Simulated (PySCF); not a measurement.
# SbOF: fields on a plane

These are results of PySCF, PBE0, basis Sb def2-TZVP with ECP28, O def2-TZVP, F def2-TZVP (scalar-relativistic core potentials, no spin–orbit coupling, density fitting), not measurements.

The singlet minimum has Sb–F 1.916 Å, Sb–O 1.787 Å; F–Sb–O 103.1°.

The plane holds Sb1 at (0.00, 0.00), O2 at (1.79, 0.00), F3 at (-0.44, 1.87) Å. Columns run from x = -2.55 to 4.05 Å, rows from y = 4.05 (top) to -1.95 Å, in steps of 0.3 Å. Other isomers or separated fragments may lie lower. Core electrons replaced by a potential are absent, the electrostatic potential uses the reduced nuclear charge, and values within about 0.7 Å of such atoms have no physical meaning.

Problem. Give the electron density (e/Å³) (cut at 5 e/Å³). Lower edges of the bins (e/Å³): '0' 0.000, '1' 0.030, '2' 0.076, '3' 0.151, '4' 0.268, '5' 0.455, '6' 0.750, '7' 1.218, '8' 1.960, '9' 3.136; top 5.00.

Solution. 
```
00000000000000000000000
00000000000000000000000
00000000000000000000000
00000011100000000000000
00001233321000000000000
00002466642100000000000
00013699963100000000000
00014799984200000000000
00014799974210000000000
00013589864211111000000
00012456654333332100000
00012356776445664310000
00012469999667997421000
00013579999779999531000
00013579999779999531000
00013469999667997421000
00012356776445664310000
00011234444333332100000
00001122322211111000000
00000011111100000000000
00000000000000000000000
```

Problem. Give the electrostatic potential (V) (cut at 20 V). Every second row and column.

Solution. 
```
-0.3 -0.4 -0.6 -0.7 -0.8 -0.7 -0.6 -0.6 -0.5 -0.5 -0.4 -0.4
-0.3 -0.6 -0.9 -1.1 -1.2 -1.1 -0.9 -0.7 -0.6 -0.6 -0.5 -0.5
-0.4 -0.8 -1.2 -0.7 -0.7 -1.4 -1.1 -0.9 -0.8 -0.7 -0.7 -0.6
-0.3 -0.8 -0.4 20.0 20.0 -0.2 -1.0 -1.0 -1.1 -1.0 -0.9 -0.7
 0.0 -0.3  0.8 20.0 20.0  2.8  0.0 -1.2 -1.6 -1.5 -1.1 -0.9
 0.5  0.8  2.4  9.6 18.0 12.9  3.4 -0.5 -1.9 -2.1 -1.5 -1.1
 0.9  1.8  5.9 20.0 20.0 20.0 13.2 20.0 10.0 -2.0 -1.8 -1.2
 1.0  2.0  6.5 20.0 20.0 20.0 19.7 20.0 20.0 -1.7 -1.8 -1.2
 1.0  1.6  3.9 15.2 20.0 20.0  7.1  4.8  0.4 -2.0 -1.6 -1.0
 0.9  1.2  2.1  4.3  7.3  6.3  2.1 -0.8 -1.6 -1.5 -1.1 -0.8
 0.8  1.0  1.4  1.9  2.4  2.1  0.9 -0.2 -0.8 -0.9 -0.7 -0.6
```
